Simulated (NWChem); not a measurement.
## Correlation energy of H2Sb

```
Sb
H 1 1.7280
H 1 1.7280 2 90.14
```
Charge 0, spin multiplicity 2.

Program: NWChem. All single points use one geometry, from UB3LYP/def2-SVP with def2 effective core potentials on Sb, a minimum by its harmonic frequencies.

Basis set: def2-SVP. Each correlation energy counts from its own Hartree-Fock reference.

Effective core potentials replace the inner electrons of Sb; spin-orbit coupling is left out. The correlated methods keep 4 core orbitals frozen. The structure started from a generated list of species. The unpaired electrons of the parent sit in orbitals of symmetry b2 (C2v labels of the run); other states weren't searched. The stability of the SCF solutions was not checked. Open-shell Hartree-Fock references start from PBE0 orbitals. Coupled-cluster values serve here as a point of comparison, not as the truth.

### Question
One of these methods gave a correlation energy of -134.6 mHa. Which?
A. SCS-UMP2
B. CCSD(T) on UHF
C. CCSD on UHF
D. UMP2

### Answer
B, CCSD(T) on UHF. The others give -131.5 (CCSD on UHF), -110.6 (SCS-UMP2), -108.4 (UMP2).
